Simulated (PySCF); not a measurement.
Run record: geometry optimisation, cis-Zr(H2O)2F4 (`[OH2]->[Zr](<-[OH2])([F])([F])([F])[F]`).

Computed with PBE0-D3(BJ)/def2-SVP geometry optimisation, gas phase, def2 core potentials past Kr (PySCF 2.14.0). Start geometry: GFN2-xTB. The input is one job of a driver script: a line of settings, then coordinates in Å.

Input:
```
{"job": {"xc": "PBE0", "basis": "def2-SVP", "d3": "d3bj", "grid": 1, "maxiter": 30, "shake": 0.03, "kind": "geom"}, "charge": 0, "multiplicity": 1}
Zr    -0.375400    -0.074220    -0.433140
O     -0.526420    -0.025660     1.770310
H     -1.083150    -0.833920     1.884050
H     -1.014200     0.746480     1.892170
F     -0.106490    -0.007080    -2.335810
O      1.775660     0.035650    -0.484300
H      1.943530     0.814690    -1.013990
H      1.972160    -0.731430    -1.071000
F     -2.306270    -0.001510    -0.085940
F     -0.097120     1.803540    -0.037550
F     -0.084240    -1.812050    -0.053910
```

Output:
```
step   0  E = -598.66132950  max force = 0.089206
step   1  E = -598.68548223  max force = 0.037443
step   2  E = -598.69147290  max force = 0.008627
step   3  E = -598.69333606  max force = 0.009968
step   4  E = -598.69352110  max force = 0.007442
step   5  E = -598.69470110  max force = 0.005558
step   6  E = -598.69501970  max force = 0.007736
step   7  E = -598.69540148  max force = 0.003182
step   8  E = -598.69578027  max force = 0.001952
step   9  E = -598.69592141  max force = 0.001695
step  10  E = -598.69598132  max force = 0.000474
step  11  E = -598.69599062  max force = 0.000293
optimisation converged
```

Energies in Eh; «max force» is the largest Cartesian gradient component in Eh/bohr.

Task: How much energy does the optimisation release, in eV?

Result: E(step 0) − E(last step) = 0.034661 Eh, which is 0.943 eV.

Task: Give the first gradient maximum in eV/Å.

Result: With 1 Eh/bohr = 51.422 eV/Å, 4.587 eV/Å.

Summary of the converged run: final energy -598.69599 Eh after 11 steps; dipole 5.25 D.

The run took 2.0 min of wall time on one thread, Arm Neoverse V1 (aarch64), shared host with 64 logical CPUs at a one-minute load of 26, and the process peaked at 0.50 GiB of memory.
Labels such as C1 count atoms from 1, the log's own numbers from 0.
